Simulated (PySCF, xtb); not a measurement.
Sn(F)(Et)(OH)2 (C2H7FO2Sn), SMILES [CH2]([Sn]([OH])([OH])[F])C. The values are those of a single conformer.

Harmonic wavenumbers (cm⁻¹) from GFN2-xTB run with xtb at its own minimum, in rising order: 15, 60, 80, 109, 136, 144, 213, 223, 229, 241, 330, 419, 473, 480, 708, 790, 794, 938, 980, 1073, 1162, 1200, 1391, 1420, 1470, 1477, 2986, 2994, 3000, 3027, 3040, 3621, 3627.

Task: What does PySCF with B3LYP-D3(BJ)/def2-SVP give at its own minimum? (An estimate is asked for; the answer gives what the named calculation found.)

Result: 19, 82, 99, 129, 162, 182, 205, 238, 247, 264, 507, 611, 618, 632, 691, 839, 854, 965, 970, 1047, 1213, 1242, 1402, 1441, 1472, 1476, 3031, 3069, 3107, 3120, 3137, 3807, 3822. Paired by order, the mean absolute difference is 60 cm⁻¹ and the zero-point energies are 55.5 and 58.2 kcal/mol.
